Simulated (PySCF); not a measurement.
Several orderings of computed values.

Each SMILES stands for a single optimised conformer of the isolated species, non-relativistic unless stated. Electronic properties by PySCF.

The conformers computed, where there is a choice (atom-mapped SMILES and torsion angles):
- `[F:1][CH2:2]/[CH:3]=[C:4](/[Cl:5])[CH2:6][F:7]`: F1–C2–C3–C4 -172°, C3–C4–C6–F7 -14°
- `[CH3:1][CH:2]([CH3:3])[C@@H:4]1[CH2:5][CH:6]=[C:7]1[F:8]`: C1–C2–C4–C5 -70°
- `[CH2:1]=[CH:2][C@@H:3]1[C@H:4]([CH3:5])[CH2:6][C@H:7]1[F:8]`: C1–C2–C3–C4 -118°

The conformers of `C=C(F)C1CCCC1`, `C#C[C@H]1C[SiH2]N[SiH2]1` and `FCC1=CCCCC1` aren't listed.

Question: Rank by lowest triplet excitation (Tamm–Dancoff), lowest first (TDA PBE0/def2-SVPD at GFN2-xTB geometries).
A. `C=C(F)C1CCCC1`
B. `FC/C=C(/Cl)CF`
C. `C#C[C@H]1C[SiH2]N[SiH2]1`
D. `FCC1=CCCCC1`

Answer: B (4.01 eV), D (4.36 eV), A (4.48 eV), C (5.37 eV).

Question: Rank by HOMO energy, highest first (PBE0/def2-SVPD at GFN2-xTB geometries).
A. `CC(C)[C@@H]1CC=C1F`
B. `C#C[C@H]1C[SiH2]N[SiH2]1`
C. `FC/C=C(/Cl)CF`
D. `FCC1=CCCCC1`

Answer: D (-6.91 eV), A (-7.14 eV), B (-7.29 eV), C (-7.57 eV).

Question: Rank by HOMO–LUMO gap, highest first (PBE0/def2-SVPD at GFN2-xTB geometries).
A. `FC/C=C(/Cl)CF`
B. `C=C[C@@H]1[C@H](C)C[C@H]1F`
C. `C=C(F)C1CCCC1`
D. `C#C[C@H]1C[SiH2]N[SiH2]1`

Answer: C (7.77 eV), B (7.55 eV), D (7.38 eV), A (6.97 eV).

Question: Give the two extremes of that set in kcal/mol.

Answer: `FC/C=C(/Cl)CF`: 161 kcal/mol; `C=C(F)C1CCCC1`: 179 kcal/mol.

Question: Rank by lowest singlet excitation, lowest first (TDDFT PBE0/def2-SVPD at GFN2-xTB geometries).
A. `FC/C=C(/Cl)CF`
B. `C=C[C@@H]1[C@H](C)C[C@H]1F`
C. `FCC1=CCCCC1`
D. `C=C(F)C1CCCC1`
E. `C#C[C@H]1C[SiH2]N[SiH2]1`

Answer: E (6.05 eV), A (6.19 eV), C (6.41 eV), D (6.83 eV), B (7.01 eV).

Question: Give the two extremes of that set as wavelengths.

Answer: `C#C[C@H]1C[SiH2]N[SiH2]1`: 205 nm; `C=C[C@@H]1[C@H](C)C[C@H]1F`: 177 nm.
